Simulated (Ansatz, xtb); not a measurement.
System: AgF (charge 0, singlet). 
Coordinates optimised at B3LYP-D3(BJ)/def2-TZVP (Ansatz, an electronic-structure program):
```
Ag
F 1 1.9969
```

Harmonic wavenumbers from GFN2-xTB (xtb, at its own minimum), cm⁻¹: 413.

### Question
Give the harmonic wavenumbers at B3LYP-D3(BJ)/def2-TZVP (Ansatz, finite differences of forces, unscaled).

### Answer
491 cm⁻¹. Zero-point energy 0.7 kcal/mol.

### Question
From these and the geometry, give the ideal-gas thermochemistry at 298.15 K and 1 atm (rigid rotor, harmonic oscillator).

### Answer
Point group C∞v, rotational symmetry number 1. Rotational constants 7.846, 7.846 GHz. S(trans) 40.43, S(rot) 15.25, S(vib) 0.68, S(elec, spin only) 0.00, S 56.4 cal/(mol K). H(298) - H(0) 2.22 kcal/mol; G - E(el) -13.9 kcal/mol.
